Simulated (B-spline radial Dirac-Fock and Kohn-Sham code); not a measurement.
## Ir⁷⁺: eigenvalues, ΔSCF and the reference

System: Ir⁷⁺, configuration [Xe] 4f14 5d2.

The density-functional columns are spherical, spin-unpolarised Dirac-Kohn-Sham results without Breit or QED terms: −ε is minus the orbital energy of the initial state and ΔSCF the difference of two total energies. The reference in the last column comes from ΔSCF Dirac-Fock with Breit, self-energy and vacuum polarisation, finite nucleus, configuration average. All numbers are from a radial B-spline solver, in eV; a selection of levels is shown. For the 1s level of heavy atoms much of the gap between ΔSCF and the reference is the Breit and QED part, -399.1 eV here; for other levels the error of the functional can be larger.

```
level   LDA −ε  LDA ΔSCF   PBE −ε  PBE ΔSCF  Dirac-Fock
   1s  76023.4   76613.6  76085.3   76677.5     76226.0
   2s  13376.2   13488.0  13385.2   13496.8     13545.1
2p1/2  12825.7   12969.1  12829.8   12973.1     12943.8
2p3/2  11200.0   11322.0  11202.3   11324.2     11334.7
   3s   3205.6    3240.8   3208.1    3243.1      3297.6
3p1/2   2957.5    2995.1   2958.5    2996.0      3031.0
3p3/2   2601.6    2635.7   2602.0    2636.1      2674.5
3d3/2   2184.3    2224.9   2184.1    2224.6      2235.0
3d5/2   2107.3    2146.6   2107.0    2146.3      2159.5
   4s    762.6     780.6    763.7     781.7       814.3
4p1/2    657.7     675.7    658.2     676.1       701.4
4p3/2    573.2     590.4    573.9     591.1       616.8
4d3/2    400.6     417.6    400.6     417.6       431.4
4d5/2    384.9     401.7    385.0     401.7       415.7
4f5/2    164.8     180.8    164.4     180.4       178.3
4f7/2    161.7     177.5    161.3     177.1       175.3
   5s    196.1     206.9    195.7     206.5       211.3
5p1/2    161.9     172.2    161.4     171.7       171.2
5p3/2    146.8     156.5    146.5     156.2       156.1
   5d    96.55     104.8    96.18     104.5       103.5
```

Problem. Order the estimates of the K (1s) level by their distance from the Dirac-Fock value, nearest first.
A. PBE ΔSCF
B. LDA ΔSCF
C. LDA −ε
D. PBE −ε

Solution. D (140.8 eV), C (202.6 eV), B (387.5 eV), A (451.4 eV).

An eigenvalue near the reference for a deep level is a cancellation of errors: it lacks relaxation, carries self-interaction and omits Breit and QED terms.

Values without a named source are computed, but for edge energies of neutral atoms, which are taken from tables.
